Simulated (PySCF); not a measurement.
PySCF input for F3Ge, SMILES [F][Ge]([F])[F] (connectivity only; charge and spin as stated), charge +1, multiplicity 1, TDA-B3LYP/def2-SVPD. The structure is a stationary point at B3LYP-D3(BJ)/def2-SVP. The spin state was assumed, not searched. The isomer is the one that the SMILES or the coordinates give; other isomers of the formula were not compared.

```python
import numpy as np
from pyscf import gto, scf, dft, tdscf

mol = gto.M(
    atom='''
    F     1.66867696    0.00000000    0.00000000
    Ge    0.00000000   -0.00000000    0.00000000
    F    -0.83433848    1.44511664    0.00000000
    F    -0.83433848   -1.44511663    0.00000000
    ''',
    basis='def2-SVPD',
    charge=1,
    spin=0,
    symmetry=True,
    max_memory=1600,
    verbose=4,
)
mf = dft.RKS(mol, xc='b3lyp').density_fit(auxbasis='def2-universal-jkfit')
mf.grids.level = 3
mf.conv_tol = 1e-9
mf.max_cycle = 100
mf.kernel()
mf.grids = dft.Grids(mol).set(level=1).build(with_non0tab=True)  # coarser grid for the response kernel
td = tdscf.TDA(mf)
td.singlet = True
td.nstates = 10
td.conv_tol = 1e-4
td.positive_eig_threshold = 1e-6
td.kernel(x0=td.get_init_guess(mf, 15))
td.analyze()
tt = tdscf.TDA(mf)
tt.singlet = False
tt.nstates = 4
tt.conv_tol = 1e-4
tt.positive_eig_threshold = 1e-6
tt.kernel(x0=tt.get_init_guess(mf, 9))
tt.analyze(verbose=3)
```

It prints:

```
PySCF version 2.14.0

[INPUT] verbose = 4
[INPUT] num. atoms = 4
[INPUT] num. electrons = 58
[INPUT] charge = 1
[INPUT] spin (= nelec alpha-beta = 2S) = 0
[INPUT] symmetry True subgroup None
[INPUT] Mole.unit = angstrom
[INPUT] Symbol           X                Y                Z      unit          X                Y                Z       unit  Magmom
[INPUT]  1 F      1.668676960000   0.000000000000   0.000000000000 AA    3.153342444772   0.000000000000   0.000000000000 Bohr   0.0
[INPUT]  2 Ge     0.000000000000   0.000000000000   0.000000000000 AA    0.000000000000   0.000000000000   0.000000000000 Bohr   0.0
[INPUT]  3 F     -0.834338480000   1.445116640000   0.000000000000 AA   -1.576671222386   2.730874667652   0.000000000000 Bohr   0.0
[INPUT]  4 F     -0.834338480000  -1.445116630000   0.000000000000 AA   -1.576671222386  -2.730874648754   0.000000000000 Bohr   0.0

nuclear repulsion = 318.4862202787
point group symmetry = D3h, use subgroup C2v
symmetry origin: [0.0000000e+00 2.8826331e-09 0.0000000e+00]
symmetry axis x: [ 9.14151619e-10  1.00000000e+00 -0.00000000e+00]
symmetry axis y: [0. 0. 1.]
symmetry axis z: [ 1.00000000e+00 -9.14151619e-10  0.00000000e+00]
num. orbitals of irrep A1 = 45
num. orbitals of irrep A2 = 13
num. orbitals of irrep B1 = 29
num. orbitals of irrep B2 = 20
number of shells = 41
number of NR pGTOs = 179
number of NR cGTOs = 107
basis = def2-SVPD
ecp = {}


[settings echo left out]
init E= -2375.84579271778
HOMO (B1) = -0.518093845730991  LUMO (A1) = -0.172823739300064  gap/eV = 9.39528
cycle= 1 E= -2375.58894169471  delta_E= 0.257  |g|= 1.04  |ddm|= 2.91
HOMO (B1) = -0.637393333944996  LUMO (A1) = -0.447100357110237  gap/eV = 5.17814
cycle= 2 E= -2375.0864002324  delta_E= 0.503  |g|= 2.08  |ddm|= 3.27
HOMO (B1) = -0.747787775092655  LUMO (A1) = -0.454243234464369  gap/eV = 7.98775
cycle= 3 E= -2375.78561637323  delta_E= -0.699  |g|= 0.141  |ddm|= 2.03
HOMO (B1) = -0.724538467233139  LUMO (A1) = -0.430496424108191  gap/eV = 8.00129
cycle= 4 E= -2375.78780286405  delta_E= -0.00219  |g|= 0.0455  |ddm|= 0.145
HOMO (B1) = -0.725826173069527  LUMO (A1) = -0.428733744341082  gap/eV = 8.08430
cycle= 5 E= -2375.78806643861  delta_E= -0.000264  |g|= 0.00559  |ddm|= 0.0269
HOMO (B1) = -0.726179826801106  LUMO (A1) = -0.429288953277365  gap/eV = 8.07881
cycle= 6 E= -2375.78807087936  delta_E= -4.44e-06  |g|= 0.000325  |ddm|= 0.00472
HOMO (B1) = -0.726227563136607  LUMO (A1) = -0.429311223583594  gap/eV = 8.07951
cycle= 7 E= -2375.78807089359  delta_E= -1.42e-08  |g|= 4.87e-05  |ddm|= 0.000236
HOMO (B1) = -0.726225521834142  LUMO (A1) = -0.429310381470649  gap/eV = 8.07947
cycle= 8 E= -2375.78807089349  delta_E= 9.28e-11  |g|= 5.57e-05  |ddm|= 7.19e-05
HOMO (B1) = -0.7262248034179  LUMO (A1) = -0.429310134172113  gap/eV = 8.07946
cycle= 9 E= -2375.78807089404  delta_E= -5.41e-10  |g|= 4.94e-07  |ddm|= 4.07e-05
HOMO (B1) = -0.72622494820529  LUMO (A1) = -0.429310279066366  gap/eV = 8.07946
Extra cycle  E= -2375.78807089403  delta_E= 6.82e-12  |g|= 5.73e-07  |ddm|= 1.42e-06
converged SCF energy = -2375.78807089403
tot grids = 23320
Overwritten attributes  positive_eig_threshold  of <class 'pyscf.tdscf.rks.TDA'>


******** <class 'pyscf.tdscf.rks.TDA'> for <class 'pyscf.df.df_jk.DFSymAdaptedRKS'> ********
nstates = 10 singlet
deg_eia_thresh = 1.000e-03
wfnsym = None
conv_tol = 0.0001
eigh lindep = 1e-12
eigh level_shift = 0
eigh max_cycle = 100


Excitation energies (eV)
[6.46634999 6.73875578 6.73876361 7.03623223 7.03626294 7.87115267
 8.26593513 8.61831481 8.61832311 8.62587662]

** Singlet excitation energies and oscillator strengths **
Excited State   1:   B1      6.46635 eV    191.74 nm  f=0.0000
      29 -> 30        0.70579
Excited State   2:   A2      6.73876 eV    183.99 nm  f=0.0000
      27 -> 30        0.70573
Excited State   3:   B2      6.73876 eV    183.99 nm  f=0.0000
      28 -> 30       -0.70573
Excited State   4:   A1      7.03623 eV    176.21 nm  f=0.0331
      22 -> 30        0.13651
      25 -> 30       -0.68300
      28 -> 31       -0.10952
Excited State   5:   B1      7.03626 eV    176.21 nm  f=0.0331
      23 -> 30       -0.13653
      26 -> 30        0.68300
      27 -> 31        0.10948
Excited State   6:   B2      7.87115 eV    157.52 nm  f=0.0586
      24 -> 30       -0.70307
Excited State   7:   A2      8.26594 eV    149.99 nm  f=0.0000
      29 -> 31        0.70653
Excited State   8:   A1      8.61831 eV    143.86 nm  f=0.0007
      22 -> 30       -0.45790
      28 -> 31       -0.53771
Excited State   9:   B1      8.61832 eV    143.86 nm  f=0.0007
      23 -> 30       -0.45788
      27 -> 31       -0.53772
Excited State  10:   A2      8.62588 eV    143.74 nm  f=0.0000
      26 -> 31        0.70648

** Transition electric dipole moments (AU) **
state          X           Y           Z        Dip. S.      Osc.
  1        -0.0000     -0.0000     -0.0000      0.0000      0.0000
  2        -0.0000      0.0000      0.0000      0.0000      0.0000
  3         0.0000      0.0000      0.0000      0.0000      0.0000
  4         0.4382     -0.0000      0.0000      0.1920      0.0331
  5         0.0000     -0.4382      0.0000      0.1920      0.0331
  6         0.0000     -0.0000      0.5514      0.3040      0.0586
  7         0.0000      0.0000     -0.0000      0.0000      0.0000
  8         0.0577      0.0000     -0.0000      0.0033      0.0007
  9         0.0000      0.0577      0.0000      0.0033      0.0007
 10        -0.0000      0.0000      0.0000      0.0000      0.0000

** Transition velocity dipole moments (imaginary part, AU) **
state          X           Y           Z        Dip. S.      Osc.
  1         0.0000     -0.0000     -0.0000      0.0000      0.0000
  2         0.0000     -0.0000     -0.0000      0.0000      0.0000
  3        -0.0000     -0.0000     -0.0000      0.0000      0.0000
  4         0.0872      0.0000      0.0000      0.0076      0.0196
  5        -0.0000     -0.0872      0.0000      0.0076      0.0196
  6        -0.0000      0.0000      0.0910      0.0083      0.0191
  7        -0.0000     -0.0000     -0.0000      0.0000      0.0000
  8         0.0301     -0.0000      0.0000      0.0009      0.0019
  9        -0.0000      0.0301     -0.0000      0.0009      0.0019
 10         0.0000     -0.0000     -0.0000      0.0000      0.0000

** Transition magnetic dipole moments (imaginary part, AU) **
state          X           Y           Z
  1         0.0000     -0.0000      0.0062
  2         0.1527      0.0000      0.0000
  3         0.0000      0.1527     -0.0000
  4         0.0000     -0.0000      0.0000
  5         0.0000      0.0000     -0.0000
  6        -0.0000      0.0000      0.0000
  7        -0.0000     -0.0000      0.0000
  8        -0.0000      0.0000     -0.0000
  9         0.0000      0.0000     -0.0000
 10        -0.5646      0.0000     -0.0000


******** <class 'pyscf.tdscf.rks.TDA'> for <class 'pyscf.df.df_jk.DFSymAdaptedRKS'> ********
nstates = 4 triplet
deg_eia_thresh = 1.000e-03
wfnsym = None
conv_tol = 0.0001
eigh lindep = 1e-12
eigh level_shift = 0
eigh max_cycle = 100


Excitation energies (eV)
[5.97696786 6.25011538 6.25014124 6.28726692]

** Triplet excitation energies and oscillator strengths **
Excited State   1:   B1      5.97697 eV    207.44 nm  f=0.0000
Excited State   2:   A2      6.25012 eV    198.37 nm  f=0.0000
Excited State   3:   B2      6.25014 eV    198.37 nm  f=0.0000
Excited State   4:   A1      6.28727 eV    197.20 nm  f=0.0000
```

The run converged.

Cost: very roughly 40 core-seconds.
